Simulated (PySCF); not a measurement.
C$_{4}$H$_{7}$, doublet, geometry from GFN2-xTB, with bond 7-2 at 1.6 times its length; M062X/6-31G* (PySCF).

PySCF was given this input:
```python
from pyscf import gto, scf, dft

mol = gto.Mole()
mol.atom = '''
    C     0.007887    1.067741    0.046646
    C    -0.007638   -1.033995   -0.045172
    C    -1.084676    0.068067    0.007510
    C     1.085566    0.052462   -0.002244
    H     0.015788    2.137369    0.093374
    H    -0.015994   -1.625766   -0.957510
    H    -0.009172   -2.104607    1.326435
    H    -1.733077    0.040505    0.890341
    H    -1.740431    0.117415   -0.868918
    H     1.741413    0.015522    0.874726
    H     1.734059    0.092432   -0.884534
'''
mol.basis = '6-31g*'
mol.charge = 0
mol.spin = 1
mol.verbose = 4
mol.build()

mf = dft.UKS(mol)
mf.xc = 'm062x'
mf.diis_space = 20
mf.kernel()
mf.analyze()
```

The log (banner, timings and long lists left out):

```
PySCF version 2.14.0

[INPUT] verbose = 4
[INPUT] num. atoms = 11
[INPUT] num. electrons = 31
[INPUT] charge = 0
[INPUT] spin (= nelec alpha-beta = 2S) = 1
[INPUT] symmetry False subgroup None
[INPUT] Mole.unit = angstrom
[INPUT] Symbol           X                Y                Z      unit          X                Y                Z       unit  Magmom
[...]
nuclear repulsion = 118.092093941794
number of shells = 38
number of NR pGTOs = 136
number of NR cGTOs = 70
basis = 6-31g*
ecp = {}

******** <class 'pyscf.dft.uks.UKS'> ********
method = UKS
initial guess = minao
damping factor = 0
level_shift factor = 0
DIIS = <class 'pyscf.scf.diis.CDIIS'>
diis_start_cycle = 1
diis_space = 20
diis_damp = 0
SCF conv_tol = 1e-09
SCF conv_tol_grad = None
SCF max_cycles = 50
direct_scf = True
direct_scf_tol = 1e-13
number electrons alpha = 16  beta = 15
XC library pyscf.dft.libxc version 7.1.2
    S. Lehtola, C. Steigemann, M. J. T. Oliveira, and M. A. L. Marques,  SoftwareX 7, 1–5 (2018)
XC functionals = m062x
    Y. Zhao and D. G. Truhlar,  Theor. Chem. Acc. 120, 215 (2008)
    Y. Zhao and D. G. Truhlar,  Theor. Chem. Acc. 120, 215 (2008)
radial grids:
    Treutler-Ahlrichs [JCP 102, 346 (1995); DOI:10.1063/1.469408] (M4) radial grids

becke partition: Becke, JCP 88, 2547 (1988); DOI:10.1063/1.454033
pruning grids: <function nwchem_prune>
grids dens level: 3
symmetrized grids: False
atomic radii adjust function: <function treutler_atomic_radii_adjust>
small_rho_cutoff = 0
Set gradient conv threshold to 3.16228e-05
tot grids = 125128
init E= -156.862879781776

cycle= 1 E= -156.336967604081  delta_E= 0.526  |g|= 0.161  |ddm|= 2.02
cycle= 2 E= -156.35036550448  delta_E= -0.0134  |g|= 0.119  |ddm|= 0.269
cycle= 3 E= -156.358056739846  delta_E= -0.00769  |g|= 0.0305  |ddm|= 0.143
cycle= 4 E= -156.358794935329  delta_E= -0.000738  |g|= 0.014  |ddm|= 0.0461
cycle= 5 E= -156.358926808401  delta_E= -0.000132  |g|= 0.00465  |ddm|= 0.0168
cycle= 6 E= -156.358952233415  delta_E= -2.54e-05  |g|= 0.00105  |ddm|= 0.0102
cycle= 7 E= -156.35895372953  delta_E= -1.5e-06  |g|= 0.000344  |ddm|= 0.00263
cycle= 8 E= -156.358953969444  delta_E= -2.4e-07  |g|= 0.000178  |ddm|= 0.000908
cycle= 9 E= -156.358954073684  delta_E= -1.04e-07  |g|= 0.000123  |ddm|= 0.000473
cycle= 10 E= -156.358954158022  delta_E= -8.43e-08  |g|= 7.85e-05  |ddm|= 0.000542
cycle= 11 E= -156.358954205664  delta_E= -4.76e-08  |g|= 3.1e-05  |ddm|= 0.000582
[...]
converged SCF energy = -156.358954213021  <S^2> = 0.75553503  2S+1 = 2.0055274
Total Energy =                        -156.358954213021292
[...]
spin_pop of  2 C 3dyz      0.00028
spin_pop of  2 C 3dz^2    -0.00003
spin_pop of  2 C 3dxz      0.00066
spin_pop of  2 C 3dx2-y2    0.00002
spin_pop of  3 C 1s       -0.00000
spin_pop of  3 C 2s       -0.00809
spin_pop of  3 C 3s        0.00004
spin_pop of  3 C 2px      -0.01329
spin_pop of  3 C 2py      -0.01981
spin_pop of  3 C 2pz      -0.01534
spin_pop of  3 C 3px       0.00002
spin_pop of  3 C 3py       0.00014
spin_pop of  3 C 3pz       0.00056
spin_pop of  3 C 3dxy     -0.00008
spin_pop of  3 C 3dyz      0.00029
spin_pop of  3 C 3dz^2    -0.00003
spin_pop of  3 C 3dxz      0.00065
spin_pop of  3 C 3dx2-y2    0.00002
spin_pop of  4 H 1s       -0.03414
spin_pop of  4 H 2s        0.00040
spin_pop of  5 H 1s       -0.00175
spin_pop of  5 H 2s        0.00006
spin_pop of  6 H 1s       -0.01448
spin_pop of  6 H 2s       -0.00012
spin_pop of  7 H 1s        0.04080
spin_pop of  7 H 2s        0.00031
spin_pop of  8 H 1s        0.04073
spin_pop of  8 H 2s        0.00032
spin_pop of  9 H 1s        0.04080
spin_pop of  9 H 2s        0.00031
spin_pop of  10 H 1s        0.04072
spin_pop of  10 H 2s        0.00032
 ** Mulliken Spin Density (per atom)  **
spin density of  0 C =      0.97921
spin density of  1 C =      0.01637
spin density of  2 C =     -0.05493
spin density of  3 C =     -0.05493
spin density of  4 H =     -0.03373
spin density of  5 H =     -0.00169
spin density of  6 H =     -0.01460
spin density of  7 H =      0.04110
spin density of  8 H =      0.04105
spin density of  9 H =      0.04111
spin density of  10 H =      0.04104
 ** Mulliken pop alpha/beta on meta-lowdin orthogonal AOs **
 ** Mulliken pop       alpha | beta **
In total            16.00000 | 15.00000
 ** Mulliken atomic charges   ( Nelec_alpha | Nelec_beta ) **
charge of  0C =     -0.11966  (     3.54943      2.57022 )
charge of  1C =     -0.09827  (     3.05732      3.04095 )
charge of  2C =     -0.18928  (     3.06717      3.12210 )
charge of  3C =     -0.18929  (     3.06718      3.12211 )
charge of  4H =      0.10817  (     0.42905      0.46278 )
charge of  5H =      0.11026  (     0.44403      0.44572 )
charge of  6H =     -0.04542  (     0.51541      0.53001 )
charge of  7H =      0.11073  (     0.46519      0.42408 )
charge of  8H =      0.10101  (     0.47002      0.42897 )
charge of  9H =      0.11072  (     0.46520      0.42409 )
charge of  10H =      0.10102  (     0.47001      0.42897 )
Dipole moment(X, Y, Z, Debye):  0.00191,  0.62649, -0.56999
```
